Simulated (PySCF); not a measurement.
Atom-mapped SMILES (the numbers label the heavy atoms): `[CH3:1][C:2]1=[CH:3][CH:4]=[CH:5][C:6]12[CH2:7][CH2:8]2`; H(Xn) means a hydrogen on atom n.

[PySCF: GFN2-xTB geometry; shieldings: GIAO PBE0/pcSseg-1; single conformer; one averaged value for each set of equivalent atoms; relativity neglected; no solvent]

Q: List the cross peaks expected in HSQC, COSY and HMBC spectra.

A: 

HSQC (one-bond C–H):
```
                  δH            δC
        6.69 (H(C4))    136.4 (C4)
        6.44 (H(C3))    133.2 (C3)
        6.20 (H(C5))    146.2 (C5)
        1.86 (H(C1))     14.4 (C1)
1.48 (Ha(C7)/Ha(C8))  16.1 (C7/C8)
1.20 (Hb(C7)/Hb(C8))  16.1 (C7/C8)
```

COSY cross peaks (H two or three bonds apart, from the bond graph; peaks can be absent where the dihedral angle is near 90°):
```
                  δH                    δH
        6.69 (H(C4))          6.44 (H(C3))
        6.69 (H(C4))          6.20 (H(C5))
1.48 (Ha(C7)/Ha(C8))  1.20 (Hb(C7)/Hb(C8))
```

HMBC (two and three bonds, from the bond graph; two-bond peaks within aromatic rings are usually weak or absent):
```
                  δH                                                           δC
        6.69 (H(C4))                153.4 (C2), 146.2 (C5), 133.2 (C3), 41.2 (C6)
        6.44 (H(C3))     153.4 (C2), 146.2 (C5), 136.4 (C4), 41.2 (C6), 14.4 (C1)
        6.20 (H(C5))  153.4 (C2), 136.4 (C4), 133.2 (C3), 41.2 (C6), 16.1 (C7/C8)
        1.86 (H(C1))                            153.4 (C2), 133.2 (C3), 41.2 (C6)
1.48 (Ha(C7)/Ha(C8))              153.4 (C2), 146.2 (C5), 41.2 (C6), 16.1 (C7/C8)
1.20 (Hb(C7)/Hb(C8))              153.4 (C2), 146.2 (C5), 41.2 (C6), 16.1 (C7/C8)
```

References, each an isolated molecule treated in the same way: 1H, 13C vs TMS.

Short H···H contacts in this conformer between protons four or more bonds apart (candidates for NOE cross peaks, intensity ∝ r⁻⁶): H(C1)···Hb(C7) 2.43 Å, H(C1)···H(C3) 2.63 Å, H(C5)···Ha(C8) 2.76 Å.

Shifts are as computed. Against solution values, carbons near 30 ppm lie about +3 ppm off and those near 130 ppm about +5 ppm (rms about the fit 2.1 ppm; single classes can miss by 10 ppm). Of 1328 compounds with measured shifts, 309 miss one by over three times the rms of a fit or turn the order of signals round; such compounds aren't used in these exercises. Signals without a measured value on file couldn't be tested in this way; 1H shifts scatter by 0.2 ppm about their fit, and single ones miss by 0.5 ppm.
